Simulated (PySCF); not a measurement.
**$^{17}$O chemical shifts**

Level of theory: structure optimised with GFN2-xTB, σ from GIAO-PBE0/pcSseg-1, in PySCF 2.14 (single conformer, averaged over atoms made equivalent by symmetry, fast rotation or ring inversion, no solvent, relativity neglected).

Shieldings were converted by a linear fit to measured shifts: $^{17}$O (scatter 10.7 ppm rms, 12.2 ppm with the 3 outliers that the fit left out vs liquid water, solution or neat liquid). A few per cent of atoms miss by over 2 rms, more outside the fitted compound classes.

**Question.** Give the $^{17}$O shifts of `CO[C@@H]1OC[C@@H](F)C1=O`, `C/C(C#N)=N/[Si@@H](O)C=O`, `COCOC(=O)/C=C/F`, `COc1ccpcn1`.

**Answer.** 
| compound | environment | δ (ppm) |
| --- | --- | --- |
| [CH3:1][O:2][C@@H:3]1[O:4][CH2:5][C@@H:6]([F:7])[C:8]1=[O:9] | O9: ketone oxygen | 581.7 |
| [CH3:1][O:2][C@@H:3]1[O:4][CH2:5][C@@H:6]([F:7])[C:8]1=[O:9] | O4: ether oxygen | 26.6 |
| [CH3:1][O:2][C@@H:3]1[O:4][CH2:5][C@@H:6]([F:7])[C:8]1=[O:9] | O2: ether oxygen | 16.5 |
| [CH3:1]/[C:2]([C:3]#[N:4])=[N:5]/[Si@@H:6]([OH:7])[CH:8]=[O:9] | O9: carbonyl oxygen | 812.0 |
| [CH3:1]/[C:2]([C:3]#[N:4])=[N:5]/[Si@@H:6]([OH:7])[CH:8]=[O:9] | O7: oxygen bonded to Si, H | -6.4 |
| [CH3:1][O:2][CH2:3][O:4][C:5](=[O:6])/[CH:7]=[CH:8]/[F:9] | O6: ester carbonyl oxygen | 330.9 |
| [CH3:1][O:2][CH2:3][O:4][C:5](=[O:6])/[CH:7]=[CH:8]/[F:9] | O4: ester alkoxy oxygen | 176.3 |
| [CH3:1][O:2][CH2:3][O:4][C:5](=[O:6])/[CH:7]=[CH:8]/[F:9] | O2: ether oxygen | 0.4 |
| COc1ccpcn1 | ether oxygen | 92.1 |

**Question.** Order these by $^{17}$O shift, lowest first.
A. CCOc1cnccn1
B. CC(C)C(C)(C)S(=O)(=O)Cl
C. COc1ccc(S)s1

**Answer.** C (55.9 ppm, ether oxygen), A (98.3 ppm, ether oxygen), B (226.1 ppm, S=O oxygen).
